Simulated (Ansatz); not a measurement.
`COB(O)Cl` at its PBE0-D4/def2-TZVP geometry, where that method's forces vanish. The species carries charge 0 and has multiplicity 1.

```xyz
9

C    -1.2270    0.2300   -0.5558
O    -0.1553   -0.5565   -0.0707
B     0.9794   -0.0357    0.4436
O     1.9657   -0.8461    0.8901
Cl    1.2391    1.7106    0.5621
H    -1.9990   -0.4554   -0.9034
H    -0.9037    0.8625   -1.3853
H    -1.6349    0.8650    0.2335
H     1.7359   -1.7742    0.7857
```

Q: What forces (eV/Å) does ωB97M-V/def2-TZVPP give on these atoms in Ansatz 0.2.0? (Estimate.)

A: Computed: 
```
C1  -0.254  0.178 -0.115
O2   0.059 -0.189  0.027
B3  -0.016  0.031 -0.007
O4   0.112 -0.156  0.051
Cl5  0.005  0.130  0.002
H6   0.065  0.069  0.029
H7  -0.025 -0.054  0.071
H8   0.037 -0.054 -0.066
H9   0.016  0.045  0.007
```
